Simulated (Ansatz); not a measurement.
Bond stretch in Ba(F)2, SMILES [Ba]([F])[F] (BaF₂). The Ba1–F3 bond (Ba1 also carries F; F3 carries nothing else) is pulled apart rigidly from the PBE0/def2-TZVP, def2 effective core potentials past Kr optimised geometry.

Levels of theory: RKS-PBE = restricted PBE/def2-TZVP, def2 effective core potentials past Kr (Ansatz, a quantum-chemistry and plane-wave program); UKS-PBE = Ansatz with unrestricted PBE/def2-TZVP, def2 effective core potentials past Kr; RKS-PBE0 = restricted PBE0/def2-TZVP, def2 effective core potentials past Kr (Ansatz); UKS-PBE0 = unrestricted PBE0/def2-TZVP, def2 effective core potentials past Kr in Ansatz.

Energies relative to the lowest point of each curve near equilibrium, in mEh; the last columns give the difference from UKS-PBE0:

```tsv
R / Å	RKS-PBE	UKS-PBE	RKS-PBE0	UKS-PBE0	RKS-PBE − UKS-PBE0	UKS-PBE − UKS-PBE0	RKS-PBE0 − UKS-PBE0
1.85	47.8	47.8	45.7	45.7	2.1	2.1	0.0
1.96	19.9	19.9	18.5	18.5	1.4	1.4	0.0
2.08	4.7	4.7	3.9	3.9	0.8	0.8	0.0
2.16	0.7	0.7	0.3	0.3	0.3	0.3	0.0
2.23	0.0	0.0	0.0	0.0	0.0	0.0	0.0
2.30	1.3	1.3	1.6	1.6	-0.3	-0.3	0.0
2.37	4.1	4.1	4.8	4.8	-0.7	-0.7	0.0
2.50	11.9	11.9	13.2	13.2	-1.3	-1.3	0.0
2.68	25.7	25.7	27.7	27.7	-2.1	-2.1	0.0
2.91	44.6	44.6	47.6	47.6	-3.0	-3.0	0.0
3.27	72.4	72.4	76.7	76.7	-4.3	-4.3	0.0
3.66	97.4	97.4	103.2	103.2	-5.8	-5.8	0.0
4.13	120.5	120.5	128.5	128.5	-8.0	-8.0	0.0
4.64	138.4	137.3	149.3	148.2	-9.8	-10.9	1.0
5.46	156.5	152.7	171.5	165.8	-9.3	-13.1	5.7
6.42	168.1	161.9	186.8	176.3	-8.2	-14.4	10.5
```

RKS-PBE is furthest from UKS-PBE0 at 4.64 (-9.8 mEh, below); its mean absolute difference over the points is 3.6 mEh.

UKS-PBE is furthest from UKS-PBE0 at 6.42 (-14.4 mEh, below); its mean absolute difference over the points is 4.3 mEh.

RKS-PBE0 is furthest from UKS-PBE0 at 6.42 (10.5 mEh, above); its mean absolute difference over the points is 1.1 mEh.

The unrestricted determinant behind UKS-PBE is spin-contaminated at 4.13 to 6.42 Å (<S²> up to 0.4, against 0.00 for a pure singlet). The unrestricted determinant behind UKS-PBE0 is spin-contaminated at 4.64 to 6.42 Å (<S²> up to 0.5, against 0.00 for a pure singlet).
